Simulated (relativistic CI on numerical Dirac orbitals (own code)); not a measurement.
## d5 in a ligand field

Computed with a parametric ligand-field model of a d^n configuration (Racah B and C, spin-orbit zeta, crystal field), exact diagonalisation.

Field parameters in Wybourne normalisation: Oh B⁴₀ = 21Dq, B⁴₄ = √(5/14) B⁴₀. The field is a parameter set, without covalency.

**Question.** Lowest levels for B = 610, C = 2330, ζ = 600 cm⁻¹, Oh, 10Dq = 13500 cm⁻¹?

**Answer.** Γ7 0 (S 2.48), Γ8 5 (S 2.48), Γ7 2564 (S 0.62), Γ8 3700 (S 0.60), Γ8 6237 (S 1.50), Γ8 6396 (S 1.47), Γ6 6397 (S 1.50), Γ7 6496 (S 1.47), Γ6 10386 (S 1.50) cm⁻¹, with S from ⟨S²⟩ = S(S + 1). The ground level has 1.97 electrons in the cubic e pair.

**Question.** Lowest levels for B = 560, C = 2170, ζ = 230 cm⁻¹, Oh, 10Dq = 35350 cm⁻¹?

**Answer.** Γ7 0 (S 0.50), Γ8 390 (S 0.50), Γ8 24819 (S 1.50), Γ7 24828 (S 1.50), Γ8 24908 (S 1.50), Γ6 24958 (S 1.50), Γ6 29160 (S 1.50), Γ8 29164 (S 1.50), Γ8 29235 (S 1.50) cm⁻¹, with S from ⟨S²⟩ = S(S + 1). The ground level has 0.02 electrons in the cubic e pair.

**Question.** Lowest levels for B = 380, C = 1410, ζ = 4200 cm⁻¹, Oh, 10Dq = 35550 cm⁻¹?

**Answer.** Γ7 0 (S 0.58), Γ8 7633 (S 0.56), Γ8 29470 (S 1.38), Γ7 33166 (S 1.50), Γ8 33883 (S 1.46), Γ6 35007 (S 1.46), Γ8 36529 (S 1.00), Γ7 36672 (S 1.11), Γ6 36863 (S 1.41) cm⁻¹, with S from ⟨S²⟩ = S(S + 1). The ground level has 0.10 electrons in the cubic e pair; its S is far from a half-integer, so spin-orbit coupling mixes spin states.

**Question.** Lowest levels for B = 310, C = 1250, ζ = 650 cm⁻¹, Oh, 10Dq = 9450 cm⁻¹?

**Answer.** Γ7 0 (S 0.61), Γ8 1237 (S 0.60), Γ8 3156 (S 2.22), Γ7 3226 (S 2.26), Γ8 4686 (S 1.51), Γ6 4845 (S 1.50), Γ8 5103 (S 1.80), Γ7 5261 (S 1.76), Γ6 6809 (S 1.49) cm⁻¹, with S from ⟨S²⟩ = S(S + 1). The ground level has 0.14 electrons in the cubic e pair; its S is far from a half-integer, so spin-orbit coupling mixes spin states.

**Question.** Lowest levels for B = 320, C = 1570, ζ = 700 cm⁻¹, Oh, 10Dq = 20800 cm⁻¹?

**Answer.** Γ7 0 (S 0.51), Γ8 1216 (S 0.51), Γ8 13963 (S 1.51), Γ7 14107 (S 1.51), Γ8 14351 (S 1.50), Γ6 14531 (S 1.50), Γ6 16610 (S 1.49), Γ8 16662 (S 1.49), Γ8 16840 (S 1.49) cm⁻¹, with S from ⟨S²⟩ = S(S + 1). The ground level has 0.03 electrons in the cubic e pair.
